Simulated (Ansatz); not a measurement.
HClO, charge +1, doublet (typed; the unrestricted solution is spin-contaminated), geometry from GFN2-xTB (a state made from the parent by changing its charge; the spin is typed, not shown lowest); R2SCAN/6-31G* (Ansatz, a program for electronic structure).

Ansatz was given this input:
Ansatz 0.2 input:
```yaml
crystal:
  periodic: [false, false, false]
  atoms:
    - {symbol: O, position_ang: [-0.04383216, 1.02148558, 0.01469068]}
    - {symbol: H, position_ang: [-0.96672120, 1.40203158, 0.00503415]}
    - {symbol: Cl, position_ang: [0.07749285, -0.56317154, -0.00720939]}
basis:
  gaussian:
    orbitals: 6-31G*
    occupation: {up: {"A'": 9, "A''": 4}, down: {"A'": 10, "A''": 2}}
hamiltonian:
  xc: r2scan
total_charge: 1
magnetization: {spin_polarized: true, initial_magnetization: 1}
```

### Question
Predict the main parts of the log of this Ansatz run.

### Answer

```
Functional definition: r2SCAN
the irreps are read with x along [-0.000, 1.000, 0.015], y along [-1.000, 0.000, -0.017] and z along [-0.017, -0.015, 1.000] of the geometry given
410 factors; their error is unknown
mean field evaluation 1: about -14538.5783 eV, gradient 5.7e1 eV
mean field evaluation 2: about -14550.6347 eV, gradient 5.9e0 eV
mean field evaluation 4: about -14550.9191 eV, gradient 1.3e-3 eV
mean field evaluation 8: about -14550.8782 eV, gradient 1.7e-6 eV
mean field -14550.87816711 eV, -534.7349097017 hartree, gradient 1.7e-6 eV, S^2 1.758050; 0 other end points of the search recorded, 0 dependent functions left out
reference -14550.87817260 eV, -534.7349099034 hartree; 13, 12 occupied and 23, 24 virtual orbitals, 410 factors
Total energy: -14550.87817260 eV, -534.7349099034 hartree
```
